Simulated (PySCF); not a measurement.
C₈H₇N, SMILES Cc1ccc(C#N)cc1, singlet, GFN2-xTB optimised geometry.

```
16

C      1.45     2.57    -0.02
C      0.71     1.28     0.00
C      1.39     0.06     0.00
C      0.70    -1.14     0.00
C     -0.69    -1.14     0.00
C     -1.40    -2.36     0.00
N     -1.97    -3.35     0.00
C     -1.39     0.07     0.00
C     -0.69     1.26     0.00
H      2.43     2.47     0.45
H      1.61     2.89    -1.06
H      0.90     3.35     0.49
H      2.47     0.06     0.00
H      1.24    -2.08     0.00
H     -2.47     0.07     0.00
H     -1.23     2.20     0.00
```

Density from PBE/def2-TZVP (PySCF) at that geometry.

Minimum of the electron density along straight lines between bonded atoms, close to the bond critical point (lines longer than 1.1 times the sum of covalent radii, or with two minima, are not listed):

| bond | length / Å | ρ at the minimum / e bohr⁻³ | ∇²ρ there / e bohr⁻⁵ | position (fraction from the first atom) |
|---|---|---|---|---|
| C1–C2 | 1.496 | ___ | -0.65 | 0.49 |
| C2–C3 | 1.392 | 0.315 | -0.90 | 0.50 |
| C3–C4 | 1.380 | 0.321 | -0.93 | 0.50 |
| C4–C5 | 1.395 | 0.311 | -0.88 | 0.49 |
| C5–C6 | 1.413 | 0.292 | ___ | 0.47 |
| C6–N7 | 1.147 | 0.499 | ___ | 0.35 |
| C5–C8 | 1.395 | 0.311 | -0.88 | 0.51 |
| C2–C9 | 1.392 | 0.315 | -0.90 | 0.50 |
| C8–C9 | 1.380 | 0.321 | -0.93 | 0.50 |
| C1–H10 | 1.087 | 0.278 | -0.94 | 0.64 |
| C1–H11 | 1.091 | 0.274 | -0.91 | 0.64 |
| C1–H12 | 1.087 | 0.278 | -0.93 | 0.64 |
| C3–H13 | 1.080 | 0.285 | -1.00 | 0.64 |
| C4–H14 | 1.080 | 0.287 | -1.01 | 0.65 |
| C8–H15 | 1.080 | 0.287 | -1.01 | 0.65 |
| C9–H16 | 1.080 | 0.285 | -1.00 | 0.64 |

Task: Some entries are withheld; supply them.

Result: 
- C1–C2, ρ at the minimum / e bohr⁻³: 0.258
- C5–C6, ∇²ρ there / e bohr⁻⁵: -0.83
- C6–N7, ∇²ρ there / e bohr⁻⁵: -0.22
